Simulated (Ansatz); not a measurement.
`[OH][GaH][GeH3]` + `N[SiH3]` → `[SiH3][NH][GeH3]` + `[OH][GaH2]` at 600 K and 1 bar (cleavage of the Ge–Ga bond).

Gas-phase electronic energies from Ansatz, PBE0-D4/def2-TZVP geometries. CCSD(T)/CBS adds triple-zeta CCSD(T) − MP2 to the extrapolated MP2 energy (def2 sets, frozen cores). This one scheme is used for every species. For Ga, Ge outer-core shells are correlated without core-valence functions, which leaves a few kJ/mol of doubt a bond. Scalar relativity is left out up to krypton. One conformer a species, not always the lowest.

| species | CCSD(T)/CBS energy (Eh) | H − E (kJ/mol) | S (J/(mol·K)) |
| --- | --- | --- | --- |
| `[OH][GaH][GeH3]` | -4078.25778 | 169.4 | 428.7 |
| `N[SiH3]` | -346.80422 | 170.6 | 320.8 |
| `[SiH3][NH][GeH3]` | -2424.11992 | 226.9 | 430.3 |
| `[OH][GaH2]` | -2000.92981 | 103.5 | 310.5 |

H − E and S are ideal-gas, rigid-rotor, harmonic terms from PBE0-D4/def2-TZVP, for one conformer and one mirror image of each species. 1 Eh = 2625.50 kJ/mol, R = 8.31446 J/(mol·K).

Task: By hand: ΔE, ΔH, ΔS and ΔG.

Result: ΔE = (-2424.11992) + (-2000.92981) − (-4078.25778) − (-346.80422) = 0.01227 Eh = 32.2 kJ/mol. Δ(H − E) = 226.9 + 103.5 − 169.4 − 170.6 = -9.6, so ΔH = 22.6 kJ/mol. ΔS = 430.3 + 310.5 − 428.7 − 320.8 = -8.7 J/(mol·K). ΔG = 22.6 − 600 × (-8.7)/1000 = 27.8 kJ/mol.

Task: By hand: the equilibrium constant, and the temperature at which ΔG would vanish if ΔH and ΔS stayed fixed.

Result: log₁₀ K = −ΔG/(RT ln 10) = -2.4. ΔH and −TΔS have one sign here, so there is no such temperature.

The number of gas molecules stays the same, so ΔS is small and ΔH decides. A doubt of 5 kJ/mol in ΔE shifts log₁₀ K by 0.4 here. Other conformers and mirror images would add mixing entropy, several J/(mol·K) or more a flexible species. Modes under 60 cm⁻¹, often nearly free rotors, make the harmonic entropy too high. These are equilibria of isolated gas molecules and say nothing of rates. Largest T1 diagnostic: 0.015 (customary marks: 0.02 for closed shells, 0.045 for open ones).

ΔS is within the doubt of such terms, so its sign, and with it that verdict, could turn.
